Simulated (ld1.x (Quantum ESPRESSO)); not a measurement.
# LDA (PZ) TM dataset for Re (Z = 75), fully relativistic all-electron reference.

ld1.x (Quantum ESPRESSO) 7.5 was run on this input:

```
&input
   title='Re', zed=75., rel=2, dft='PZ', iswitch=3,
   config='[Xe] 4f14 5d5 5f-2 6s1 6p0', rel_dist='average',
   nld=7, rlderiv=3.70, eminld=-3.0, emaxld=5.0, deld=0.02
 /
 &inputp
   pseudotype=2, tm=.true., lloc=2,
   nlcc=.true., new_core_ps=.true.,
   file_pseudopw='Re.UPF', file_wfcaegen='ae.wfc', file_wfcncgen='nc.wfc', file_beta='beta', file_chi='chi'
 /
4
6S  1  0   1.00   0.00  2.10  2.10  0.0
6P  2  1   0.00   0.00  3.10  3.10  0.0
5F  4  3  -2.00  -0.05  3.40  3.40  0.0
5D  3  2   5.00   0.00  1.35  1.35  0.0
 &test
   configts(1)='5d5 6s1 6p0'
 /
```

Command:

```bash
ld1.x < Re.in > Re.out
```

Resulting log (shortened: banner, matrices, multipoles, cross overlaps and the repeated all-electron block are left out):

```
Program LD1 v.7.5
     --------------------------- All-electron run ----------------------------

     Re
     dirac relativistic calculation

     atomic number is 75.00
     dft =PZ   lsd =0 sic =0 latt =0  beta=0.20 tr2=1.0E-14
     Exchange-correlation= PZ
                           (   1   1   0   0   0   0   0)
     mesh =1275 r(mesh) = 100.23444 a.u. xmin = -7.00 dx = 0.01250
     1 Ry =  13.60569312 eV, c = 137.03599908

     n l j   nl                  e(Ry)          e(Ha)          e(eV)
     Spin orbit split results
     1 0 0.5 1S 1( 2.00)     -5255.9992     -2627.9996    -71511.5121
     2 0 0.5 2S 1( 2.00)      -911.2155      -455.6078    -12397.7188
     2 1 0.5 2P 1( 2.00)      -872.1286      -436.0643    -11865.9136
     2 1 1.5 2P 1( 4.00)      -766.4165      -383.2083    -10427.6283
     3 0 0.5 3S 1( 2.00)      -211.3554      -105.6777     -2875.6366
     3 1 0.5 3P 1( 2.00)      -193.8864       -96.9432     -2637.9584
     3 1 1.5 3P 1( 4.00)      -170.9352       -85.4676     -2325.6925
     4 0 0.5 4S 1( 2.00)       -44.5111       -22.2555      -605.6043
     4 1 0.5 4P 1( 2.00)       -37.2277       -18.6138      -506.5086
     4 1 1.5 4P 1( 4.00)       -31.8553       -15.9277      -433.4140
     3 2 1.5 3D 1( 4.00)      -141.5228       -70.7614     -1925.5157
     3 2 2.5 3D 1( 6.00)      -136.5372       -68.2686     -1857.6835
     5 0 0.5 5S 1( 2.00)        -6.8458        -3.4229       -93.1418
     5 1 0.5 5P 1( 2.00)        -4.6359        -2.3180       -63.0749
     5 1 1.5 5P 1( 4.00)        -3.8205        -1.9102       -51.9805
     4 2 1.5 4D 1( 4.00)       -19.8821        -9.9411      -270.5103
     4 2 2.5 4D 1( 6.00)       -18.8896        -9.4448      -257.0055
     4 3 2.5 4F 1( 6.00)        -3.8009        -1.9005       -51.7142
     4 3 3.5 4F 1( 8.00)        -3.6160        -1.8080       -49.1983
     5 2 1.5 5D 1( 2.00)        -1.0125        -0.5062       -13.7756
     5 2 2.5 5D 1( 3.00)        -0.9438        -0.4719       -12.8406
     6 0 0.5 6S 1( 1.00)        -0.9555        -0.4777       -13.0000
     6 1 0.5 6P 1( 0.00)        -0.5760        -0.2880        -7.8367
     6 1 1.5 6P 1( 0.00)        -0.5088        -0.2544        -6.9233
     Averaged results
     1 0     1S 1( 2.00)     -5255.9992     -2627.9996    -71511.5121
     2 0     2S 1( 2.00)      -911.2155      -455.6078    -12397.7188
     2 1     2P 1( 6.00)      -801.6539      -400.8269    -10907.0567
     3 0     3S 1( 2.00)      -211.3554      -105.6777     -2875.6366
     3 1     3P 1( 6.00)      -178.5856       -89.2928     -2429.7812
     4 0     4S 1( 2.00)       -44.5111       -22.2555      -605.6043
     4 1     4P 1( 6.00)       -33.6461       -16.8231      -457.7789
     3 2     3D 1(10.00)      -138.5314       -69.2657     -1884.8164
     5 0     5S 1( 2.00)        -6.8458        -3.4229       -93.1418
     5 1     5P 1( 6.00)        -4.0923        -2.0462       -55.6786
     4 2     4D 1(10.00)       -19.2866        -9.6433      -262.4074
     4 3     4F 1(14.00)        -3.6953        -1.8476       -50.2765
     5 2     5D 1( 5.00)        -0.9713        -0.4856       -13.2146
     6 0     6S 1( 1.00)        -0.9555        -0.4777       -13.0000
     6 1     6P 1( 0.00)        -0.5312        -0.2656        -7.2277

     final scf error:  6.1E-15 reached in  31 iterations

     Etot =  -33415.542976 Ry,  -16707.771488 Ha, -454641.623270 eV

     Ekin =   37788.267820 Ry,   18894.133910 Ha,  514135.575615 eV
     Encl =  -83581.513078 Ry,  -41790.756539 Ha,-1137184.417697 eV
     Eh   =   13023.624166 Ry,    6511.812083 Ha,  177195.433756 eV
     Exc  =    -645.921885 Ry,    -322.960942 Ha,   -8788.214943 eV

     normalization and overlap integrals

     s(1S/1S) =  1.000000  <r> =   0.0180  <r2> =    0.0004  r(max) =   0.0112
     s(2S/2S) =  1.000000  <r> =   0.0756  <r2> =    0.0068  r(max) =   0.0644
     s(2P/2P) =  1.000000  <r> =   0.0625  <r2> =    0.0049  r(max) =   0.0483
     s(2P/2P) =  1.000000  <r> =   0.0706  <r2> =    0.0061  r(max) =   0.0547
     s(3S/3S) =  1.000000  <r> =   0.1971  <r2> =    0.0445  r(max) =   0.1818
     s(3P/3P) =  1.000000  <r> =   0.1871  <r2> =    0.0408  r(max) =   0.1708
     s(3P/3P) =  1.000000  <r> =   0.2020  <r2> =    0.0474  r(max) =   0.1841
     s(4S/4S) =  1.000000  <r> =   0.4407  <r2> =    0.2195  r(max) =   0.4148
     s(4P/4P) =  1.000000  <r> =   0.4451  <r2> =    0.2258  r(max) =   0.4148
     s(4P/4P) =  1.000000  <r> =   0.4788  <r2> =    0.2609  r(max) =   0.4415
     s(3D/3D) =  1.000000  <r> =   0.1765  <r2> =    0.0366  r(max) =   0.1451
     s(3D/3D) =  1.000000  <r> =   0.1811  <r2> =    0.0384  r(max) =   0.1488
     s(5S/5S) =  1.000000  <r> =   1.0359  <r2> =    1.2062  r(max) =   0.9347
     s(5P/5P) =  1.000000  <r> =   1.1361  <r2> =    1.4629  r(max) =   1.0075
     s(5P/5P) =  1.000000  <r> =   1.2395  <r2> =    1.7433  r(max) =   1.0860
     s(4D/4D) =  1.000000  <r> =   0.4936  <r2> =    0.2825  r(max) =   0.4361
     s(4D/4D) =  1.000000  <r> =   0.5051  <r2> =    0.2956  r(max) =   0.4471
     s(4F/4F) =  1.000000  <r> =   0.5761  <r2> =    0.4128  r(max) =   0.4148
     s(4F/4F) =  1.000000  <r> =   0.5849  <r2> =    0.4261  r(max) =   0.4200
     s(5D/5D) =  1.000000  <r> =   1.8130  <r2> =    3.9092  r(max) =   1.3945
     s(5D/5D) =  1.000000  <r> =   1.8829  <r2> =    4.2227  r(max) =   1.4478
     s(6S/6S) =  1.000000  <r> =   2.8476  <r2> =    9.1418  r(max) =   2.4781
     s(6P/6P) =  1.000000  <r> =   3.5303  <r2> =   14.1369  r(max) =   3.0268
     s(6P/6P) =  1.000000  <r> =   3.8360  <r2> =   16.6622  r(max) =   3.3036

     ------------------------ End of All-electron run ------------------------

     --------------------- Generating NC pseudopotential ---------------------

      Generating local pot.: lloc=2, j= 1.50, matching radius rcloc =   1.3500

      Generating local pot.: lloc=2, j= 2.50, matching radius rcloc =   1.3500

      Computing core charge for nlcc:

       r > 1.41 : true rho core
      Core charge pseudized with two Bessel functions
      Integrated core pseudo-charge :  16.66

     Fully relativistic calculation: |psi|^2

     Wfc 6S LC norm =  0.99993776 SC norm =  0.00006138 missing  0.00000086

     Wfc 6P LC norm =  0.99996052 SC norm =  0.00003925 missing  0.00000023

     Wfc 6P LC norm =  0.99996610 SC norm =  0.00003138 missing  0.00000252

      Wfc   6S  rcut= 2.080  Using Troullier-Martins method

      Wfc   6P  rcut= 3.103  Using Troullier-Martins method

      Wfc   6P  rcut= 3.103  Using Troullier-Martins method

      Wfc   5F  rcut= 3.430  Using Troullier-Martins method

      Wfc   5F  rcut= 3.430  Using Troullier-Martins method

     ------------------- End of pseudopotential generation -------------------

     Computing logarithmic derivative in   3.72021
     Computing logarithmic derivative in   3.72021
     Computing the partial wave expansion
     R is outside the sphere for l=    0 j= 0.50
     R is outside the sphere for l=    1 j= 0.50
     R is outside the sphere for l=    1 j= 1.50
       no projector for channel:   2
       no projector for channel:   2
     R is outside the sphere for l=    3 j= 2.50
     R is outside the sphere for l=    3 j= 3.50

     ---------------------- Testing the pseudopotential ----------------------

     Re
     dirac relativistic calculation

     atomic number is 75.00   valence charge is  7.00
     dft =PZ   lsd =0 sic =0 latt =0  beta=0.20 tr2=1.0E-14
     mesh =1275 r(mesh) = 100.23444 xmin = -7.00 dx = 0.01250

     n l  j  nl             e AE (Ry)       e PS (Ry)    De AE-PS (Ry)
     3 2 1.5 5D   1( 2.00)       -1.01249       -0.97020       -0.04229  !
     3 2 2.5 5D   1( 3.00)       -0.94377       -0.97020        0.02643  !
     1 0 0.5 6S   1( 1.00)       -0.95548       -0.95548       -0.00000
     2 1 0.5 6P   1( 0.00)       -0.57599       -0.57599       -0.00000
     2 1 1.5 6P   1( 0.00)       -0.50885       -0.50885        0.00000

     eps = 1.2E-15  iter =  6

     Etot =  -33415.542976 Ry,  -16707.771488 Ha, -454641.623270 eV
     Etotps =   -51.787989 Ry,     -25.893994 Ha,    -704.611480 eV

     Ekin =      18.634159 Ry,       9.317079 Ha,     253.530645 eV
     Encl =     -50.229592 Ry,     -25.114796 Ha,    -683.408409 eV
     Ehrt =      16.177367 Ry,       8.088683 Ha,     220.104291 eV
     Ecxc =     -37.015758 Ry,     -18.507879 Ha,    -503.625049 eV
     (Ecc =     -30.383499 Ry,     -15.191749 Ha,    -413.388559 eV)
     Epseu=       0.645836 Ry,       0.322918 Ha,       8.787042 eV

     ---------------------- End of pseudopotential test ----------------------
```

Note: ghost states, extra bound levels that the all-electron valence spectrum of the same l lacks: s at -50.1 eV, p3/2 at -16.2 eV, p1/2 at -7.2 eV. A true bound ghost makes a file unfit for plane-wave use. The potential misses its own reference levels by up to 0.6 eV.

Generation and configuration tests took about 2.6 s on one core of a shared server CPU.

Transferability test of the new file with ld1.x, input:

```
&input
   title='Re', zed=75., rel=2, dft='PZ', iswitch=2,
   config='[Xe] 4f14 5d5 5f-2 6s1 6p0', rel_dist='average'
 /
 &test
   file_pseudo='Re.UPF', nconf=8,
   configts(1)='5d5 6s1 6p0',
   configts(2)='5d5 6s2 6p0',
   configts(3)='5d5 6s0 6p0',
   configts(4)='5d4 6s0 6p0',
   configts(5)='5d5.5 6s1.5 6p0',
   configts(6)='5d6 6s1 6p0',
   configts(7)='5d4 6s2 6p1',
   configts(8)='5d5 6s0 6p2'
 /
```

```bash
ld1.x < Re.test.in > Re.test.out
```

Pseudopotential blocks of its output, shortened (energy terms left out; the distinct warnings before each block abridged to one line each):

```
     ---------------------- Testing the pseudopotential ----------------------

     n l  j  nl             e AE (Ry)       e PS (Ry)    De AE-PS (Ry)
     3 2 1.5 5D   1( 2.00)       -1.01249       -0.97020       -0.04229  !
     3 2 2.5 5D   1( 3.00)       -0.94377       -0.97020        0.02643  !
     1 0 0.5 6S   1( 1.00)       -0.95548       -0.95548       -0.00000
     2 1 0.5 6P   1( 0.00)       -0.57599       -0.57599       -0.00000
     2 1 1.5 6P   1( 0.00)       -0.50885       -0.50885        0.00000

     eps = 1.9E-15  iter =  6

     Etot =  -33415.542976 Ry,  -16707.771488 Ha, -454641.623269 eV
     Etotps =   -51.787988 Ry,     -25.893994 Ha,    -704.611477 eV

     ---------------------- End of pseudopotential test ----------------------

          Warning: n=2, l=1 expected 0 nodes, found 1
     ---------------------- Testing the pseudopotential ----------------------

     n l  j  nl             e AE (Ry)       e PS (Ry)    De AE-PS (Ry)
     3 2 1.5 5D   1( 2.00)       -0.44993       -0.41019       -0.03974  !
     3 2 2.5 5D   1( 3.00)       -0.38452       -0.41019        0.02566  !
     1 0 0.5 6S   1( 2.00)       -0.45321       -0.45247       -0.00074
     2 1 0.5 6P   1( 0.00)       -0.13631       -0.13631        0.00000
     2 1 1.5 6P   1( 0.00)       -0.09549       -0.09474       -0.00074

     eps = 5.1E-15  iter =  7

     Etot =  -33416.242711 Ry,  -16708.121356 Ha, -454651.143655 eV
     Etotps =   -52.487321 Ry,     -26.243661 Ha,    -714.126384 eV
     dEtot_ae =      -0.699735 Ry
     dEtot_ps =      -0.699333 Ry,   Delta E=      -0.000403 Ry

     ---------------------- End of pseudopotential test ----------------------

          ---------------------- Testing the pseudopotential ----------------------

     n l  j  nl             e AE (Ry)       e PS (Ry)    De AE-PS (Ry)
     3 2 1.5 5D   1( 2.00)       -1.64028       -1.59555       -0.04473  !
     3 2 2.5 5D   1( 3.00)       -1.56755       -1.59555        0.02800  !
     1 0 0.5 6S   1( 0.00)       -1.50180       -1.50320        0.00140
     2 1 0.5 6P   1( 0.00)       -1.06510       -1.06510        0.00000
     2 1 1.5 6P   1( 0.00)       -0.97292       -0.97292        0.00000

     eps = 1.7E-15  iter =  7

     Etot =  -33414.317021 Ry,  -16707.158511 Ha, -454624.943307 eV
     Etotps =   -50.561426 Ry,     -25.280713 Ha,    -687.923250 eV
     dEtot_ae =       1.225955 Ry
     dEtot_ps =       1.226562 Ry,   Delta E=      -0.000607 Ry

     ---------------------- End of pseudopotential test ----------------------

          ---------------------- Testing the pseudopotential ----------------------

     n l  j  nl             e AE (Ry)       e PS (Ry)    De AE-PS (Ry)
     3 2 1.5 5D   1( 1.60)       -2.50117       -2.46625       -0.03492  !
     3 2 2.5 5D   1( 2.40)       -2.41908       -2.46625        0.04717  !
     1 0 0.5 6S   1( 0.00)       -2.18687       -2.19072        0.00384
     2 1 0.5 6P   1( 0.00)       -1.67863       -1.67863        0.00000
     2 1 1.5 6P   1( 0.00)       -1.55475       -1.55475        0.00000

     eps = 7.4E-17  iter =  7

     Etot =  -33412.300427 Ry,  -16706.150214 Ha, -454597.506147 eV
     Etotps =   -48.539310 Ry,     -24.269655 Ha,    -660.410961 eV
     dEtot_ae =       3.242549 Ry
     dEtot_ps =       3.248678 Ry,   Delta E=      -0.006129 Ry

     ---------------------- End of pseudopotential test ----------------------

          ---------------------- Testing the pseudopotential ----------------------

     n l  j  nl             e AE (Ry)       e PS (Ry)    De AE-PS (Ry)
     3 2 1.5 5D   1( 2.20)       -0.39659       -0.35615       -0.04044  !
     3 2 2.5 5D   1( 3.30)       -0.33381       -0.35615        0.02234  !
     1 0 0.5 6S   1( 1.50)       -0.42982       -0.42981       -0.00001
     2 1 0.5 6P   1( 0.00)       -0.12425       -0.12425        0.00000
     2 1 1.5 6P   1( 0.00)       -0.08661       -0.08634       -0.00026

     eps = 4.2E-15  iter = 12

     Etot =  -33416.214230 Ry,  -16708.107115 Ha, -454650.756150 eV
     Etotps =   -52.458168 Ry,     -26.229084 Ha,    -713.729742 eV
     dEtot_ae =      -0.671254 Ry
     dEtot_ps =      -0.670180 Ry,   Delta E=      -0.001074 Ry

     ---------------------- End of pseudopotential test ----------------------

          ---------------------- Testing the pseudopotential ----------------------

     n l  j  nl             e AE (Ry)       e PS (Ry)    De AE-PS (Ry)
     3 2 1.5 5D   1( 2.40)       -0.34813       -0.30814       -0.03999  !
     3 2 2.5 5D   1( 3.60)       -0.28787       -0.30814        0.02026  !
     1 0 0.5 6S   1( 1.00)       -0.40829       -0.40925        0.00096
     2 1 0.5 6P   1( 0.00)       -0.11342       -0.11342        0.00000
     2 1 1.5 6P   1( 0.00)       -0.07871       -0.07864       -0.00007

     eps = 3.9E-15  iter =  7

     Etot =  -33416.172313 Ry,  -16708.086157 Ha, -454650.185841 eV
     Etotps =   -52.414316 Ry,     -26.207158 Ha,    -713.133095 eV
     dEtot_ae =      -0.629337 Ry
     dEtot_ps =      -0.626327 Ry,   Delta E=      -0.003010 Ry

     ---------------------- End of pseudopotential test ----------------------

          BEWARE! Errors in PS-KS equations
     ---------------------- Testing the pseudopotential ----------------------

     n l  j  nl             e AE (Ry)       e PS (Ry)    De AE-PS (Ry)
     3 2 1.5 5D   1( 1.60)       -0.68128       -0.80390        0.12263  !
     3 2 2.5 5D   1( 2.40)       -0.60863       -0.80390        0.19527  !
     1 0 0.5 6S   1( 2.00)       -0.58466       -0.72854        0.14388  !
     2 1 0.5 6P   1( 0.33)       -0.22588       -0.22588        0.00000
     2 1 1.5 6P   1( 0.67)       -0.17212       -0.29201        0.11989  !

     eps = 6.9E-15  iter = 24

     Etot =  -33415.870049 Ry,  -16707.935025 Ha, -454646.073330 eV
     Etotps =   -52.087588 Ry,     -26.043794 Ha,    -708.687734 eV
     dEtot_ae =      -0.327073 Ry
     dEtot_ps =      -0.299599 Ry,   Delta E=      -0.027474 Ry

     ---------------------- End of pseudopotential test ----------------------

          BEWARE! Errors in PS-KS equations
     Warning: n=1, l=0 expected 0 nodes, found 1
     Warning: n=3, l=2 expected 0 nodes, found 1
     ---------------------- Testing the pseudopotential ----------------------

     n l  j  nl             e AE (Ry)       e PS (Ry)    De AE-PS (Ry)
     3 2 1.5 5D   1( 2.00)       -0.65945       -1.59555        0.93610  !
     3 2 2.5 5D   1( 3.00)       -0.59045       -1.59555        1.00510  !
     1 0 0.5 6S   1( 0.00)       -0.60460       -0.78599        0.18138  !
     2 1 0.5 6P   1( 0.67)       -0.25237       -0.25599        0.00362
     2 1 1.5 6P   1( 1.33)       -0.19953       -0.04888       -0.15065  !

     eps = 9.9E-16  iter = 47

     Etot =  -33415.511835 Ry,  -16707.755917 Ha, -454641.199574 eV
     Etotps =   -50.797256 Ry,     -25.398628 Ha,    -691.131882 eV
     dEtot_ae =       0.031141 Ry
     dEtot_ps =       0.990732 Ry,   Delta E=      -0.959591 Ry

     ---------------------- End of pseudopotential test ----------------------
```
